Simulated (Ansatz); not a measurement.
Reaction (cleavage of the B–Si bond): `C[SiH2]B(N)F` + CH₃OH → `COB(N)F` + `C[SiH3]`

Calculated with Ansatz (gas phase, PBE0-D4/def2-TZVP geometries, no zero-point term in ΔE). CCSD(T)/CBS is the MP2 limit (def2-TZVPP, def2-QZVPP) plus CCSD(T) − MP2 in def2-TZVPP, frozen cores. This one scheme is used for every species. Functionals use def2-TZVPP. One conformer a species, not always the lowest.

`C[SiH2]B(N)F`:

Cartesian coordinates in Å:
```
C 0.544 1.960 -0.042
Si -0.068 0.398 0.803
B 0.195 -1.249 -0.357
N -0.818 -2.165 -0.625
F 1.403 -1.486 -0.905
H -0.012 2.148 -0.963
H 0.432 2.829 0.609
H 1.601 1.861 -0.301
H -1.515 0.540 1.147
H 0.662 0.217 2.093
H -0.674 -2.985 -1.194
H -1.750 -2.067 -0.263
```

CH₃OH:

Z-matrix (Å, degrees):
```
C
O 1 1.409
H 1 1.097 2 112.4
H 1 1.090 2 107.0 3 -118.5
H 1 1.097 2 112.4 3 123.0
H 2 0.959 1 108.5 3 -61.6
```

`COB(N)F`:

```xyz
10

C     0.801   -1.486    0.110
O    -0.271   -0.625   -0.210
B    -0.178    0.709    0.032
N    -1.239    1.569   -0.280
F     0.942    1.219    0.576
H     0.519   -2.491   -0.203
H     1.000   -1.493    1.186
H     1.718   -1.196   -0.411
H    -2.093    1.237   -0.687
H    -1.198    2.556   -0.113
```

`C[SiH3]`:

Z-matrix (Å, degrees):
```
C
Si 1 1.871
H 1 1.092 2 110.8
H 1 1.092 2 110.8 3 -120.0
H 1 1.092 2 110.8 3 120.0
H 2 1.488 1 110.7 3 -179.9
H 2 1.488 1 110.7 3 -59.9
H 2 1.488 1 110.7 3 60.1
```

CCSD(T)/CBS gives -34.1 kcal/mol.

(1) Another level gave -35.5 kcal/mol. Which?
A. PBE0-D4/def2-TZVPP
B. ωB97X-V/def2-TZVPP
C. PBE-D4/def2-TZVPP
D. CCSD/def2-TZVPP

Largest T1 diagnostic among the species: 0.012.

Results:

(1) D. CCSD/def2-TZVPP -35.5, PBE0-D4 -32.4, PBE-D4 -30.4, ωB97X-V -34.2 kcal/mol.

From PBE to PBE0 (25 % exact exchange), in def2-TZVPP and without D4, ΔE moves by −2.0 kcal/mol. In def2-TZVPP, CCSD(T) changes the Hartree–Fock value by +5.7 kcal/mol (the triples alone add +0.8 kcal/mol) and MP2 by +4.8 kcal/mol.
